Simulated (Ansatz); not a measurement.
Saddle point of BSiNH$_{5}$F, singlet (BSiNH₅F ([NH2][B]([F])[SiH3]) → BNHF ([NH][B][F]) + SiH₂ + H₂; bonds formed: Si2–H4, H4–H6; bonds broken: B1–Si2, Si2–H6, N3–H4), PBE0-D4/def2-TZVP structure:

```tsv
atom	x (Å)	y (Å)	z (Å)
B1	-1.3819	-0.6089	-0.9323
Si2	0.1685	1.2615	0.7466
N3	-0.4652	-1.4716	-0.9924
H4	0.8943	-0.2689	0.2577
F5	-2.4251	0.1532	-0.9808
H6	1.5025	0.0541	0.6964
H7	1.3525	2.1100	0.3436
H8	0.5365	1.1300	2.2067
H9	-0.1819	-2.3592	-1.3457
```

Energies are electronic, without zero-point energy. Barriers and step energies count from the start structure reached by relaxing down the imaginary mode; all methods use the PBE0-D4 structures, on which another method's saddle can fall below an end. Program: Ansatz 0.2.0. Basis: def2-TZVPP, with def2-QZVPP for the basis limit. Cores are frozen in the correlated methods. B3LYP uses VWN-RPA correlation. Extrapolation: Hartree–Fock as exp(−7.88 √X), correlation as X^−2.97.

```
      method  barrier (eV)  step energy (eV)
       SPW92         3.909             3.948
      PBE-D4             ?             3.836
     BLYP-D4         3.706             3.667
   r2SCAN-D4         4.108             4.078
      B97M-V         4.042             3.952
     PBE0-D4         4.125             4.101
    B3LYP-D4         3.965             3.910
  r2SCAN0-D4         4.259             4.219
    BHLYP-D4         4.281             4.212
CAM-B3LYP-D4             ?             4.077
     wB97X-V         4.289             4.235
     wB97M-V             ?             3.954
      B2PLYP         4.067             3.990
    PBE-QIDH         4.300             4.255
  RPA on PBE         4.109             4.018
          HF         4.594             4.443
         MP2         4.143             4.074
        CCSD         4.238             4.136
     CCSD(T)         4.146             4.065
```

**Question.** Fill in the withheld barriers. (Judge from chemistry; the value comes from the calculation.)

**Answer.** Computed: CAM-B3LYP-D4 4.150; PBE-D4 3.842; wB97M-V 4.013 eV. Each is the energy of the saddle less that of the start structure, by the same method.

For comparison, the barrier by CCSD(T) at an estimated basis limit (MP2 extrapolated from triple and quadruple zeta, plus CCSD(T) − MP2 in triple zeta) is 4.127 eV.

The T1 diagnostic stays at or below 0.015.

Labels in which every atom is bracketed show which atoms are joined, not bond orders.

For scale, one of the runs: CCSD(T)/def2-TZVPP, 205 basis functions (an equivalent command: `ansatz run in.yaml --threads 4`). The run took 43 s on 4 CPU threads (shared host), with 2.7 GiB of host memory at its peak.
